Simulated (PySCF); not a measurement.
## Diatomics of In with group 15

CCSD(T) with triple-zeta basis sets in PySCF, for the lowest determinant that a PBE0 search found; no spin–orbit coupling. De refers to high-spin ground-configuration atoms.

```tsv
M	basis	reference, frozen orbitals	state (unpaired electrons)	Re (Å)	ωe (cm⁻¹)	De (eV)
N	x2c-TZVPPall	UHF, 19	triplet (π ↑↑)	2.212	448	1.57
P	def2-TZVPP	UHF, 9	triplet (π ↑↑)	2.641	259	1.73
As	def2-TZVPPD	UHF, 13	triplet (π ↑↑)	2.732	181	1.69
```

The shortest bond is that of InN (2.212 Å), the longest that of InAs (2.732 Å).

The rows differ in basis set, which adds steps of its own.

Down a group the atoms grow and get heavier, so bonds lengthen and wavenumbers fall; this series shows no clear exception.

Correlated steps freeze the inner cores (9 to 19 orbitals); shallow outer-core shells are correlated. These are scalar-relativistic numbers at best; spin–orbit coupling would shift them, the dissociation energy most. States were picked by a PBE0 search and need not be the measured ground states.
